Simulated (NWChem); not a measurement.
Species: C₂HClF₂; SMILES C(/F)(Cl)=C/F

Program: NWChem. Coordinates come from a PBE0/def2-SVP optimisation. Ions are spin-unrestricted doublets at the neutral geometry; other ion states weren't tried. Functional: LC-ωPBE (HJS hole) with def2-SVP; rows give the range parameter ω in 1/bohr.

Task: At which range parameter does −ε(HOMO) equal the ΔSCF ionisation energy (optimal tuning)?

Result: about 0.42 per bohr, by linear interpolation in these runs:
```
range parameter (1/bohr)  vertical ionisation energy, ΔSCF (eV)  −ε(HOMO) (eV)  ΔSCF minus −ε(HOMO) (eV)
------------------------  -------------------------------------  -------------  ------------------------
0.20                                                       9.65           8.53                      1.12
0.25                                                       9.74           9.00                      0.74
0.30                                                       9.83           9.39                      0.44
0.50                                                      10.16          10.44                     -0.28
0.60                                                      10.27          10.75                     -0.48
```
